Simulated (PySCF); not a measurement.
**Bond length, frequency and bond energy of SnB by level of theory**

State: ⁴Σ⁻ (quartet), unpaired electrons σ ↑, π ↑↑. Set-up: basis Sn x2c-TZVPPall, B x2c-TZVPPall; spin-free X2C with a Gaussian nucleus; PySCF 2.14. De refers to Sn + B in their high-spin ground configurations, without counterpoise correction. The functionals are run spin-unrestricted. A positive dipole means Sn(−)B(+).

```
      Level  Re (Å)  ωe (cm⁻¹)  De (eV)  μ (D)
        UHF   2.150        578     1.51  -0.84
    UHF-MP2   2.169        592     2.58    n/a
UHF-SCS-MP2   2.177        572     2.17    n/a
   UHF-CCSD   2.177        552     2.28    n/a
UHF-CCSD(T)   2.188        550     2.49    n/a
        PBE   2.202        532     3.04  -1.55
     r²SCAN   2.181        559     2.92  -1.22
      M06-L   2.178        574     3.04  -1.42
       PBE0   2.175        562     2.79  -1.41
    r²SCAN0   2.164        577     2.71  -1.15
  BHandHLYP   2.171        563     2.27  -1.28
     M06-2X   2.193        530     2.50  -1.33
    ωB97M-V   2.166        566     2.46  -1.40
```

Question: Which functional lies closest to UHF-CCSD(T) in De, which farthest, and by how much do they differ from it?

Answer: Closest is M06-2X (+0.5 pm in Re, -3.6 % in ωe, +0.01 eV in De against UHF-CCSD(T) in the same basis), farthest PBE (+1.4 pm in Re, -3.3 % in ωe, +0.55 eV in De). CCSD(T) converges more slowly with the basis than the functionals do and binds too weakly in this one, so the order can change at the basis-set limit.

Question: What does a quarter of exact exchange do here, going from PBE to PBE0?

Answer: PBE0 less PBE: -2.7 pm in Re, +5.6 % in ωe, -0.25 eV in De. Exact exchange removes part of the self-interaction that spreads semilocal densities, and in most molecules shortens and stiffens the bond and lowers De; so it does here.

Question: What does the step from GGA to meta-GGA do here, going from PBE to r²SCAN?

Answer: r²SCAN less PBE: -2.1 pm in Re, +5.1 % in ωe, -0.12 eV in De. 

Correlated steps freeze 19 core orbitals. These are scalar-relativistic numbers at best; spin–orbit coupling would shift them, the dissociation energy most. The state is the lowest determinant that a PBE0 search found; another state may lie lower at other levels.
